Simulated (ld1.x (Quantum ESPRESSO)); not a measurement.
**u(r) = r·R(r): atom against pseudo-atom (Dy (Z = 66))**

Columns: radius, all-electron u(r) and pseudo u(r) of the 5d shell (level -15.42 eV) of dysprosium in the configuration [Kr] 4d10 4f9 5s2 5p6 5d1 6s0 6p0; LDA (PZ), scalar-relativistic, RRKJ scheme, ld1.x (Quantum ESPRESSO) 7.5.

| r (bohr) | all-electron | pseudo |
| --- | --- | --- |
| 0.123 | 0.1936 | 0.0012 |
| 0.245 | 0.0058 | 0.0093 |
| 0.368 | -0.2445 | 0.0302 |
| 0.490 | -0.2943 | 0.0671 |
| 0.613 | -0.1928 | 0.1219 |
| 0.735 | -0.0292 | 0.1918 |
| 0.858 | 0.1440 | 0.2739 |
| 0.980 | 0.2979 | 0.3611 |
| 1.103 | 0.4260 | 0.4485 |
| 1.225 | 0.5246 | 0.5283 |
| 1.348 | 0.5982 | 0.5969 |
| 1.470 | 0.6490 | 0.6498 |
| 1.593 | 0.6816 | 0.6863 |
| 1.715 | 0.6991 | 0.7063 |
| 1.838 | 0.7047 | 0.7121 |
| 1.960 | 0.7007 | 0.7065 |
| 2.083 | 0.6892 | 0.6924 |
| 2.205 | 0.6720 | 0.6731 |
| 2.328 | 0.6503 | 0.6504 |
| 2.450 | 0.6256 | 0.6256 |
| 2.573 | 0.5985 | 0.5985 |
| 2.695 | 0.5700 | 0.5700 |
| 2.818 | 0.5405 | 0.5405 |
| 2.940 | 0.5108 | 0.5108 |
| 3.063 | 0.4810 | 0.4810 |
| 3.185 | 0.4518 | 0.4518 |

(1) How many radial nodes do the two functions have?

(2) At about which radius was the pseudo-wave matched?

(3) Where does each function peak?

(4) Is the pseudo-wave norm-conserving?

Results:

(1) The all-electron 5d function has n − l − 1 = 2; the pseudo-wave has 0, since the states of the same l below it are removed with the core.

(2) 2.45 bohr. The columns agree to 0.0005 from 2.33 bohr on; several derivatives are matched, so the curves merge somewhat inside the radius.

(3) Outermost all-electron maximum near 1.84 bohr, pseudo maximum near 1.84 bohr (to the table’s step).

(4) Yes: the RRKJ scheme keeps the norm inside the radius equal to the all-electron one, which fixes the energy derivative of the logarithmic derivative at the level.
